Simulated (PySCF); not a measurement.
**`C(S(=O)(=O)O)[C@H]1CO1`, C3H6O4S**

Geometry (Å), atoms numbered from 1 in this order:
```xyz
14

O    -1.231    0.604   -1.172
S    -1.306   -0.366   -0.123
O    -1.146   -1.743   -0.445
O    -2.727   -0.152    0.613
C    -0.178    0.064    1.217
C     1.197   -0.331    0.754
C     1.844    0.424   -0.324
O     2.249    0.546    1.011
H    -3.253    0.492    0.136
H    -0.499   -0.485    2.094
H    -0.251    1.136    1.373
H     1.430   -1.387    0.854
H     1.330    1.277   -0.749
H     2.541   -0.080   -0.982
```

Theory: GIAO B97-2/pcSseg-1 magnetisability, rotational g tensor and spin-rotation constants, non-relativistic, gas phase (PySCF). Geometry: GFN2-xTB.

Task: How diamagnetic is it, and how anisotropic?

Result: Isotropic -1198 × 10⁻³⁰ J/T², or -72.1 × 10⁻⁶ cm³/mol; principal values -1303, -1195, -1094 × 10⁻³⁰ J/T², anisotropy 181 × 10⁻³⁰ J/T² (root of half the summed squared differences of the principal values). The susceptibility is in cgs units.

Task: Split it along the inertial axes a, b, c into diamagnetic and paramagnetic parts about the centre of mass, with the quadrupole moment.

Result: 
```tsv
axis	χ (10⁻⁶ cm³/mol)	diamagnetic (10⁻⁶ cm³/mol)	paramagnetic (10⁻⁶ cm³/mol)	summed x² of all electrons (Å²)	quadrupole Θ (D Å)
a	-74.3	-406.4	332.0	211.2	-1.54
b	-67.1	-1082.7	1015.6	51.8	+0.48
c	-74.9	-1115.5	1040.7	44.0	+1.06
```
Anisotropies 2χaa − χbb − χcc = -6.7 and 2χbb − χaa − χcc = +14.9 × 10⁻⁶ cm³/mol. Θ is traceless in Buckingham's convention.

Task: And the rotational g tensor?

Result: 
| axis | rotational constant (GHz) | g | nuclear part | electronic part |
| --- | --- | --- | --- | --- |
| a | 3.8722 | -0.0378 | 0.5662 | -0.6040 |
| b | 1.1541 | -0.0158 | 0.5348 | -0.5506 |
| c | 1.1215 | -0.0115 | 0.5368 | -0.5483 |

Asymmetric top; isotopes 12C, 1H, 16O, 32S; no vibrational averaging.
